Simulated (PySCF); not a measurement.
## Frontier levels across methods

BF₂H₃Si.
SMILES with atom numbers: `[F:1][B:2]([F:3])[SiH3:4]` (hydrogens: H5, H6, H7 on Si4)

Geometry (PBE0-D3(BJ)/def2-SVP, Å), atoms numbered from 1 in this order:
```
atom  x, y, z in Å
F1     1.6865   -1.3110    0.3892
B2     1.1786   -0.1338    0.0748
F3     2.0448    0.8367   -0.1427
Si4   -0.8366    0.1150   -0.0647
H5    -1.4889   -0.3669    1.1913
H6    -1.2026    1.5430   -0.2977
H7    -1.3474   -0.7139   -1.2010
```

Basis pcSseg-2 throughout (PySCF), one geometry. Isolated species at its PBE0-D3(BJ)/def2-SVP geometry, gas phase.

Question: How do the orbital energies, the gap and the dipole change with the method?

Answer: 
| method | kind | HOMO (eV) | LUMO (eV) | gap (eV) | μ (D) | SCF cycles |
| --- | --- | --- | --- | --- | --- | --- |
| BLYP | GGA | -7.70 | -2.02 | 5.69 | 0.83 | 13 |
| OPBE | GGA | -7.75 | -1.99 | 5.76 | 0.77 | 14 |
| PBE | GGA | -7.80 | -2.16 | 5.64 | 0.81 | 13 |
| B97-D | GGA | -7.80 | -1.98 | 5.82 | 0.79 | 14 |
| BP86 | GGA | -7.90 | -2.21 | 5.69 | 0.80 | 13 |
| LDA | LDA | -7.91 | -2.40 | 5.51 | 0.90 | 12 |
| KT2 | GGA | -7.92 | -2.15 | 5.76 | 0.91 | 15 |
| KT3 | GGA | -7.94 | -2.10 | 5.85 | 0.88 | 15 |
| B97-2 | global hybrid | -8.92 | -1.20 | 7.72 | 0.91 | 12 |
| B3LYP | global hybrid | -8.97 | -1.42 | 7.55 | 0.95 | 11 |
| PBE0 | global hybrid | -9.18 | -1.20 | 7.98 | 0.94 | 11 |
| mPW1PW91 | global hybrid | -9.21 | -1.21 | 8.00 | 0.94 | 11 |
| BHandHLYP | global hybrid | -10.49 | -0.20 | 10.29 | 1.08 | 11 |
| CAM-B3LYP | range-separated hybrid | -10.60 | -0.09 | 10.51 | 1.00 | 12 |
| wB97X-D | range-separated hybrid | -11.06 | 0.67 | 11.73 | 0.93 | 12 |
| LC-wPBE | range-separated hybrid | -11.93 | 1.11 | 13.03 | 0.96 | 12 |
| HF | Hartree–Fock | -12.50 | 2.09 | 14.59 | 1.15 | 9 |

The HOMO spans 4.79 eV, from BLYP down to HF, and the gap runs from 5.51 eV (LDA) to 14.59 eV (HF). Over the methods BLYP (0 %), OPBE (0 %), PBE (0 %), B97-D (0 %), BP86 (0 %), LDA (0 %), KT2 (0 %), KT3 (0 %), B97-2 (21 %), B3LYP (20 %), PBE0 (25 %), mPW1PW91 (25 %), BHandHLYP (50 %), HF (100 %), a straight line through the gap against the share of exact exchange rises by 0.89 eV for each 10 % (correlation coefficient 0.999). The dipole ranges from 0.77 D (OPBE) to 1.15 D (HF). This basis has no diffuse functions.

The vertical ΔSCF ionisation energy at CAM-B3LYP/def2-SVPD is 11.76 eV; −ε(HOMO) comes closest to it with LC-wPBE (11.93 eV).
